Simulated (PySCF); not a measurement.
Checking a proposed structure

A compound C6H5ClOSi gives the data below (simulated from a calculation) and was assigned the structure `C#C[SiH2]C1=CO/C1=C/Cl`.

13C{1H} NMR (computed): δ 170.4 (C), 159.7 (C), 156.0 (C), 151.7 (CH), 108.4 (CH), 104.3 (CH).

1H NMR (600 MHz, computed): δ 6.87 (m, 1H), 5.89 (d, 1H), 5.24 (d, 1H), 5.16 (s, 2H).

Computational details: structure optimised with GFN2-xTB, NMR shieldings at PBE0/pcSseg-1/GIAO, in PySCF 2.14 (one computed conformer, isolated molecule, relativity neglected, rapidly exchanging positions averaged).

Shifts are taken against calculated references (same method and geometry level): 1H, 13C against TMS.

(1) Compare with the shifts computed for the proposed structure, pairing carbons in order of shift.

(2) Which isomer fits?

Answers

(1) Numbering as in the mapped SMILES `[CH:1]#[C:2][SiH2:3][C:4]1=[CH:5][O:6]/[C:7]1=[CH:8]/[Cl:9]`. Hydrogens are named by the atom that carries them.

| atom | computed for proposal | given list | difference |
| --- | --- | --- | --- |
| C5 | 177.4 | 170.4 | +7.0 |
| C7 | 167.7 | 159.7 | +8.0 |
| C4 | 113.3 | 156.0 | -42.7 |
| C8 | 112.3 | 151.7 | -39.4 |
| C1 | 104.6 | 108.4 | -3.8 |
| C2 | 85.6 | 104.3 | -18.7 |

The rms difference is 25.3 ppm and the largest -42.7 ppm at C4 (β carbon of an enol-ether or enamine type C=C). The carbon types in order of shift don't match either: CH, C, C, CH, CH, C for the proposal against C, C, C, CH, CH, CH in the data. The proposal doesn't fit.

(2) `O1C2=CC=CC2=C(Cl)[SiH2]1`.

- Carbon types of the structure: 3 × C, 3 × CH, leaving 2 H on heteroatoms.
- δC 170.4: alkene carbon bearing oxygen; an sp2 carbon further deshielded by the attached heteroatom.
- δC 159.7, 156.0: fully substituted alkene carbon; an sp2 carbon of a C=C bond.
- δC 151.7, 108.4: alkene CH; as expected for a trigonal carbon in a double bond.
- δC 104.3: β carbon of an enol-ether or enamine type C=C; the O or N lone pair pushes π density onto this β carbon and shields it.

Other isomers checked: C#CC1=CO/C(=C\Cl)[SiH2]1 (rms 29.8 ppm).

This is the structure that produced the data.

Carbons that carry Cl, above all several Cl atoms, come out too deshielded, partly because spin–orbit coupling is missing. Shifts are as computed. Against solution values, carbons near 30 ppm lie about +3 ppm off and those near 130 ppm about +5 ppm; carbons on Cl a further +6 ppm. Of 1309 compounds with measured shifts, 239 miss one by over three times the rms of a fit or turn the order of signals round; such compounds aren't used in these exercises. Multiplicities follow the n + 1 count of equivalent neighbours, as no J values were calculated; m marks all less simple cases, F and P coupling included.
